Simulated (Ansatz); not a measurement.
C2H3N, SMILES `C#CN` (charge 0, multiplicity 1).

Cartesian coordinates (Å):
```xyz
6

C      1.4445     0.0116    -0.1768
C      0.2477     0.0026    -0.2865
N     -1.0825    -0.0070    -0.4741
H      2.5023     0.0196    -0.0785
H     -1.5630     0.8241    -0.1637
H     -1.5490    -0.8509    -0.1774
```
Charge 0, spin multiplicity 1.

Frozen-core energies in cc-pVTZ from Ansatz (a quantum-chemistry and plane-wave program) at a geometry from PBE0-D3(BJ)/def2-TZVP; the HF reference has <S^2> = 0.00 and the T1 diagnostic is 0.012.

| level | energy (Ha) |
|---|---|
| HF | -131.90215 |
| MP2 | -132.41820 |
| CCSD | -132.43260 |

Problem. Estimate the energies of CCSD(T), CCSDT and CCSDT(Q), and give each level's difference from CCSDT(Q).

Solution. 
```json
[
 {"level": "MP2", "energy (Ha)": "-132.41820", "difference from CCSDT(Q) (mHa)": "41.01"},
 {"level": "CCSD", "energy (Ha)": "-132.43260", "difference from CCSDT(Q) (mHa)": "26.61"},
 {"level": "CCSD(T)", "energy (Ha)": "-132.45758", "difference from CCSDT(Q) (mHa)": "1.63"},
 {"level": "CCSDT", "energy (Ha)": "-132.45757", "difference from CCSDT(Q) (mHa)": "1.64"},
 {"level": "CCSDT(Q)", "energy (Ha)": "-132.45921", "difference from CCSDT(Q) (mHa)": "0.00"}
]
```
